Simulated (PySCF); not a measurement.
CH4BClOSe, SMILES COB(Cl)[SeH].

Geometry optimised at B3LYP-D3(BJ)/def2-SVP. The structure was generated by enumeration, and PubChem lists no compound with its InChIKey, so it may never have been made. The values are those of a single conformer.

Two levels are set side by side: PBE/def2-TZVP (PySCF) and M06-2X/def2-TZVP (PySCF). Same geometry, gas phase. Differences are taken from unrounded values.

```json
[
 {"quantity": "orbital gap (eV)", "M06-2X": "9.21", "PBE": "5.16", "PBE minus M06-2X": "-4.05"},
 {"quantity": "highest occupied level (eV)", "M06-2X": "-8.59", "PBE": "-6.29", "PBE minus M06-2X": "2.29"},
 {"quantity": "lowest empty level (eV)", "M06-2X": "0.63", "PBE": "-1.13", "PBE minus M06-2X": "-1.76"},
 {"quantity": "dipole moment (D)", "M06-2X": "1.93", "PBE": "1.88", "PBE minus M06-2X": "-0.05"},
 {"quantity": "mean polarisability (bohr³)", "M06-2X": "67.3", "PBE": "70.4", "PBE minus M06-2X": "3.1"}
]
```

Without exact exchange PBE keeps part of each electron's self-repulsion, which lifts occupied levels and narrows the gap. PBE's more diffuse valence density responds more strongly to a field. Differences between two approximate levels are no errors against the true value.

Rough cost on one machine, each run with all the roots and properties that it gave: M06-2X against PBE about 3 times.
